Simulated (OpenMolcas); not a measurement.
W4+ (d2) in a complex was computed by SS-CASPT2, IPEA 0.25 Eh, imaginary shift 0.1 Eh with the d shell active (OpenMolcas, ANO-RCC-VTZP on the metal). Its lowest spin-free states, and all those of the highest spin:

| 2S+1 | Degeneracy | E (cm-1) |
| --- | --- | --- |
| 3 | 3 | 0 |
| 1 | 3 | 7670 |
| 1 | 2 | 7710 |
| 1 | 1 | 18310 |
| 3 | 3 | 37520 |
| 3 | 3 | 44110 |
| 1 | 3 | 45540 |
| 1 | 3 | 47820 |
| 3 | 1 | 76740 |
| 1 | 2 | 83630 |
| 1 | 1 | 92060 |

Q: Is the site octahedral, tetrahedral or cube-like, axial, or of lower symmetry?

A: The states with 2S+1 = 3 have orbital degeneracies 3, 3, 3, 1. Threefold states need a cubic site. For d2 at this spin an octahedron puts the threefold T1 below the threefold T2 and a tetrahedron or cube puts the single A2 below the threefold T2, so the site is octahedral. The run had W4+ with 6 ligands (fluoride) in octahedral coordination (Oh) at 1.91 Å. A charge of +0.333 e stands 2.6 Å behind each ligand. Ligand basis ANO-RCC-VDZP.

Roots that are degenerate in the reference are averaged as groups; the widest CASPT2 spread within a group is 69 cm-1 (the 3-fold group of multiplicity 3 near 0 cm-1 above the lowest state of its run). Shifts and gaps below about the spread of the groups concerned are not significant. Over all roots computed the reference weight is 0.70 to 0.72; a low but even weight reflects the number of correlated electrons. An orbital triplet at a regular site is open to Jahn-Teller coupling, which can distort the site and quench the lowest spin-orbit gaps and is left out. The least metal-like active orbital is 76 % on the metal (Löwdin) and no ligand orbital is active, so the numbers are rough. Ligand-to-metal charge-transfer states are missing. With no ligand orbital active B as a rule stays too high, so bands that hang on it stand too high and its fall with covalency is understated. With one d shell and no ligand orbital active, 10Dq can be off by a tenth or more. The distance lies 3 % under the 1.97 Å that this model takes as the normal distance (a Shannon-type radius plus a fixed donor radius); by an R⁻⁵ law this alone changes a d-shell field by about +17 %. No measured value stands beside these numbers; the geometry is a model, was not optimised and need not be the one that this ion takes.
